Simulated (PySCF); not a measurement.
SMILES C[CH2][InH][CH2]C (C4H11In) (GFN2-xTB optimised geometry):

```
16

In    -0.872    -0.963     0.000
H     -1.596    -2.594     0.002
C      1.395    -0.963     0.000
C      1.895    -2.400    -0.028
H      1.752    -0.443     0.893
H      1.753    -0.407    -0.871
H      1.541    -2.913    -0.924
H      1.527    -2.952     0.839
H      2.987    -2.439    -0.021
C     -2.332     0.782     0.000
C     -1.607     2.120    -0.031
H     -2.956     0.701     0.894
H     -2.987     0.675    -0.869
H     -0.992     2.208    -0.929
H     -0.954     2.229     0.837
H     -2.315     2.952    -0.026
```

Calculation: PBE0/def2-TZVP, def2 effective core potentials past Kr (PySCF).

Task: What are the frontier orbital energies and the dipole moment?

Result: HOMO-2 -9.58 eV, HOMO-1 -7.00 eV, HOMO -6.56 eV, LUMO -1.33 eV, LUMO+1 -0.15 eV; dipole moment 0.96 D.

On the same geometry PBE/def2-TZVP, def2 effective core potentials past Kr (PySCF 2.14.0) gives HOMO-2 -8.15 eV, HOMO-1 -5.89 eV, HOMO -5.50 eV, LUMO -2.06 eV, LUMO+1 -0.97 eV; dipole moment 0.99 D.
